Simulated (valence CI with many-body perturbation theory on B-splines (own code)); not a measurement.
## Pt²⁸⁺: calculated level list

Method: configuration interaction combined with many-body perturbation theory (CI+MBPT): four valence electrons over a frozen Dirac-Fock core [Kr] 4d10, a basis of 8 s, 8 p, 9 d, 9 f, 6 g, 3 h, 2 i functions for each j, with the one-electron correlation potential Σ1, the two-electron term Σ2, the three-electron term Σ3, Breit, model QED; selected CI, second order for the rest, scaled by the run's own slope (own B-spline code, finite nucleus).

The last digits are not significant, and no measured levels were compared; by estimate large intervals hold to a few tenths of a per cent, small ones and those within an open d or f shell to about a per cent. Core correlation moves these levels by up to 5500 cm⁻¹, and in measured spectra 5 to 20 % of such shifts remained as error; rates that hang on mixing are uncertain with them. Only levels of the ground parity were solved; by the run's estimate the other parity begins above the list, which can be wrong where configurations are misplaced.

Levels 1 to 45 of 68, with energies above the lowest level, (4f5/2^4) J=4. "Leading %" is the weight of the configuration and term that name the level; weights of strongly mixed levels are sums over their largest components and can fall short. In the jj column 3d3/2^4 stands for four electrons in 3d with j = 3/2. Lifetimes count E1, E2, E3, M1 and M2 decay at the calculated energies, and are blank where another channel may lead or the interval is too uncertain; long ones can be off by a factor of two.

| No. | Configuration | Term | J | E (cm⁻¹) | Leading % | Lifetime | Second component | Leading jj |
| --- | --- | --- | --- | --- | --- | --- | --- | --- |
| 1 | 4f4 | 5I | 4 | 0.0 | 74 |  | 22 % 4f4 3H | 4f5/2^4 (68 %) |
| 2 | 4f4 | 5I | 5 | 22772 | 88 | 1.64 ms | 11 % 4f4 3H | 4f5/2^3 4f7/2 (83 %) |
| 3 | 4f4 | 5F | 2 | 37912 | 26 | 37.3 s | 25 % 4f4 3F | 4f5/2^4 (87 %) |
| 4 | 4f4 | 5I | 6 | 39865 | 80 | 3.35 ms | 13 % 4f4 3K | 4f5/2^2 4f7/2^2 (50 %) |
| 5 | 4f4 | 5I | 7 | 51496 | 56 | 14.3 ms | 29 % 4f4 3K | 4f5/2^3 4f7/2 (53 %) |
| 6 | 4f4 | 5F | 1 | 51697 | 75 | 10.0 ms | 22 % 4f4 3D | 4f5/2^3 4f7/2 (92 %) |
| 7 | 4f4 | 3G | 4 | 51990 | 27 | 907 μs | 15 % 4f4 5I | 4f5/2^3 4f7/2 (64 %) |
| 8 | 4f4 | 3K | 8 | 60126 | 35 | 67.2 ms | 34 % 4f4 5I | 4f5/2^3 4f7/2 (62 %) |
| 9 | 4f4 | 5F | 3 | 60127 | 56 | 3.44 ms | 23 % 4f4 3G | 4f5/2^3 4f7/2 (88 %) |
| 10 | 4f4 | 5G | 2 | 63268 | 53 | 4.55 ms | 19 % 4f4 5F | 4f5/2^3 4f7/2 (86 %) |
| 11 | 4f4 | 5S | 2 | 66563 | 49 | 6.31 ms | 26 % 4f4 3P | 4f5/2^3 4f7/2 (71 %) |
| 12 | 4f4 | 5G | 3 | 66583 | 54 | 1.52 ms | 18 % 4f4 3G | 4f5/2^3 4f7/2 (94 %) |
| 13 | 4f4 | 3K | 6 | 74016 | 76 | 583 μs | 16 % 4f4 5I | 4f5/2^2 4f7/2^2 (62 %) |
| 14 | 4f4 | 3G | 5 | 76813 | 31 | 1.59 ms | 24 % 4f4 5F | 4f5/2^3 4f7/2 (59 %) |
| 15 | 4f4 | 3L | 7 | 79619 | 52 | 854 μs | 33 % 4f4 5I | 4f5/2^2 4f7/2^2 (41 %) |
| 16 | 4f4 | 5F | 4 | 82354 | 65 | 1.09 ms | 9 % 4f4 3H | 4f5/2^2 4f7/2^2 (69 %) |
| 17 | 4f4 | 3M | 8 | 85975 | 41 | 1.35 ms | 38 % 4f4 5I | 4f5/2^2 4f7/2^2 (40 %) |
| 18 | 4f4 | 5G | 4 | 94622 | 61 | 462 μs | 24 % 4f4 3H | 4f5/2^2 4f7/2^2 (81 %) |
| 19 | 4f4 | 5D | 0 | 95392 | 56 | 535 ms | 41 % 4f4 3P | 4f5/2^4 (76 %) |
| 20 | 4f4 | 5F | 2 | 96845 | 32 | 568 μs | 22 % 4f4 1D | 4f5/2^2 4f7/2^2 (82 %) |
| 21 | 4f4 | 3G | 3 | 97965 | 52 | 642 μs | 25 % 4f4 5G | 4f5/2^2 4f7/2^2 (90 %) |
| 22 | 4f4 | 5F | 5 | 99803 | 49 | 1.37 ms | 22 % 4f4 5G | 4f5/2^2 4f7/2^2 (55 %) |
| 23 | 4f4 | 3P | 1 | 103890 | 57 | 716 μs | 22 % 4f4 3D | 4f5/2^2 4f7/2^2 (90 %) |
| 24 | 4f4 | 3F | 2 | 104510 | 35 | 721 μs | 33 % 4f4 1D | 4f5/2^2 4f7/2^2 (71 %) |
| 25 | 4f4 | 3I | 5 | 106650 | 50 | 740 μs | 23 % 4f4 1H | 4f5/2^2 4f7/2^2 (56 %) |
| 26 | 4f4 | 3F | 4 | 109240 | 45 | 1.00 ms | 18 % 4f4 5D | 4f5/2^2 4f7/2^2 (65 %) |
| 27 | 4f4 | 3L | 8 | 109720 | 65 | 1.72 ms | 28 % 4f4 1L | 4f5/2^2 4f7/2^2 (92 %) |
| 28 | 4f4 | 3M | 9 | 110530 | 63 | 1.27 ms | 37 % 4f4 3L | 4f5/2^2 4f7/2^2 (98 %) |
| 29 | 4f4 | 3D | 3 | 111110 | 41 | 1.49 ms | 26 % 4f4 3F | 4f5/2^2 4f7/2^2 (80 %) |
| 30 | 4f4 | 5G | 6 | 111530 | 54 | 1.58 ms | 31 % 4f4 3H | 4f5/2^2 4f7/2^2 (56 %) |
| 31 | 4f4 | 3H | 5 | 111540 | 45 | 894 μs | 43 % 4f4 5G | 4f5/2^2 4f7/2^2 (58 %) |
| 32 | 4f4 | 5D | 1 | 111960 | 78 | 3.96 ms | 22 % 4f4 3P | 4f5/2^3 4f7/2 (84 %) |
| 33 | 4f4 | 3P | 0 | 113260 | 91 | 2.69 ms | 9 % 4f4 5D | 4f5/2^2 4f7/2^2 (95 %) |
| 34 | 4f4 | 3F | 2 | 118060 | 47 | 368 μs | 22 % 4f4 5G | 4f5/2^2 4f7/2^2 (92 %) |
| 35 | 4f4 | 3K | 7 | 118060 | 52 | 354 μs | 33 % 4f4 3L | 4f5/2 4f7/2^3 (72 %) |
| 36 | 4f4 | 3I | 6 | 119450 | 51 | 2.14 ms | 34 % 4f4 3H | 4f5/2^2 4f7/2^2 (74 %) |
| 37 | 4f4 | 3F | 4 | 119580 | 38 | 1.13 ms | 22 % 4f4 1G | 4f5/2^3 4f7/2 (60 %) |
| 38 | 4f4 | 3M | 8 | 123300 | 35 | 474 μs | 28 % 4f4 3K | 4f5/2 4f7/2^3 (47 %) |
| 39 | 4f4 | 5D | 2 | 125420 | 77 | 2.49 ms | 10 % 4f4 3P | 4f5/2^2 4f7/2^2 (58 %) |
| 40 | 4f4 | 3I | 7 | 126650 | 59 | 1.22 ms | 27 % 4f4 1K | 4f5/2^2 4f7/2^2 (79 %) |
| 41 | 4f4 | 3H | 6 | 130190 | 52 | 736 μs | 22 % 4f4 1I | 4f5/2^2 4f7/2^2 (53 %) |
| 42 | 4f4 | 3G | 4 | 131300 | 57 | 472 μs | 13 % 4f4 3H | 4f5/2 4f7/2^3 (61 %) |
| 43 | 4f4 | 3M | 10 | 132220 | 80 | 7.94 ms | 20 % 4f4 1N | 4f5/2^2 4f7/2^2 (73 %) |
| 44 | 4f4 | 5D | 3 | 134540 | 42 | 1.40 ms | 25 % 4f4 3D | 4f5/2^2 4f7/2^2 (55 %) |
| 45 | 4f4 | 3F | 3 | 141030 | 67 | 557 μs | 12 % 4f4 3G | 4f5/2 4f7/2^3 (49 %) |

Where two levels of one J and parity lie close, their mixing, g and order are uncertain.

The ionisation energy to 4f3 4I°_9/2 of the next ion comes out as 963.04 eV (NIST: 980 ± 50 eV (theoretical)). All 68 levels together are meant to be complete up to 172780 cm⁻¹.
